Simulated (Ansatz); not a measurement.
```yaml
crystal:
  periodic: [false, false, false]
  atoms:
    - {symbol: C, position_ang: [-0.122364, -0.520639, 1.908269]}
    - {symbol: O, position_ang: [-0.026141, -0.747589, 0.437418]}
    - {symbol: Si, position_ang: [0.397459, -0.239127, -0.610238]}
    - {symbol: S, position_ang: [1.608045, 1.688371, -0.066237]}
    - {symbol: C, position_ang: [-0.286735, -0.528631, -2.266039]}
    - {symbol: N, position_ang: [-0.788642, 0.374628, -1.742412]}
    - {symbol: H, position_ang: [-0.166168, -1.165286, 2.609545]}
    - {symbol: H, position_ang: [-1.381888, -0.415163, 2.008918]}
    - {symbol: H, position_ang: [0.080547, 0.459818, 1.901123]}
    - {symbol: H, position_ang: [1.497861, 2.424890, -1.288284]}
    - {symbol: H, position_ang: [0.006846, -0.792006, -3.223412]}
basis:
  gaussian: {orbitals: def2-SVPD}
total_charge: 1
magnetization: {spin_polarized: true, initial_magnetization: 1}
hamiltonian: {xc: {name: wB97X}}
output: {forces: true}
```

```sh
$ ansatz run in.yaml --threads 4 --pin off --events-out ev --progress --plain --max-ram 10444MiB
```

It prints (some lines left out):

```
Functional definition: wB97X
1525 factors; their error is unknown
596 factors; integrals over basis functions are off by at most 1.6e-5 eV
mean field evaluation 1: about -24366.6561 eV, gradient 5.2e1 eV
mean field evaluation 2: about -24365.8485 eV, gradient 5.6e1 eV
mean field evaluation 4: about -24376.9614 eV, gradient 1.9e0 eV
mean field evaluation 8: about -24377.0063 eV, gradient 2.4e-1 eV
mean field evaluation 16: about -24377.0791 eV, gradient 3.6e-3 eV
mean field -24377.07912676 eV, -895.8411345309 hartree, gradient 3.6e-5 eV, S^2 0.755964; 0 other end points of the search recorded, 0 dependent functions left out
reference -24377.07907495 eV, -895.8411326268 hartree; 31, 30 occupied and 143, 144 virtual orbitals, 1525 factors
Total energy: -24377.07907495 eV, -895.8411326268 hartree
Atom 0 at    -0.122364    -0.520639     1.908269 Å, force    -7.783667     2.930961    -6.740611 eV/Å
Atom 1 at    -0.026141    -0.747589     0.437418 Å, force   -12.452423   -18.141741    35.867333 eV/Å
Atom 2 at     0.397459    -0.239127    -0.610238 Å, force    15.840431    19.474286   -30.394733 eV/Å
Atom 3 at     1.608045     1.688371    -0.066237 Å, force    -0.899606    -1.359843    -2.273225 eV/Å
Atom 4 at    -0.286735    -0.528631    -2.266039 Å, force     3.247735    -4.284647    -2.992708 eV/Å
Atom 5 at    -0.788642     0.374628    -1.742412 Å, force    -5.116173     5.925211     1.853372 eV/Å
Atom 6 at    -0.166168    -1.165286     2.609545 Å, force     1.998198    -5.870348     4.772672 eV/Å
Atom 7 at    -1.381888    -0.415163     2.008918 Å, force     2.949528     0.077958    -0.481377 eV/Å
Atom 8 at     0.080547     0.459818     1.901123 Å, force     1.956215     3.806941     1.492187 eV/Å
Atom 9 at     1.497861     2.424890    -1.288284 Å, force     0.034984    -1.144763     1.478651 eV/Å
Atom 10 at     0.006846    -0.792006    -3.223412 Å, force     0.224778    -1.414016    -2.581560 eV/Å
Dipole moment:    -0.273746    -0.634926    -0.349628 e Å
```

Hardware: 4 threads of an Arm Neoverse V1 on a shared host. Wall time 16 s, peak host memory 0.98 GiB.
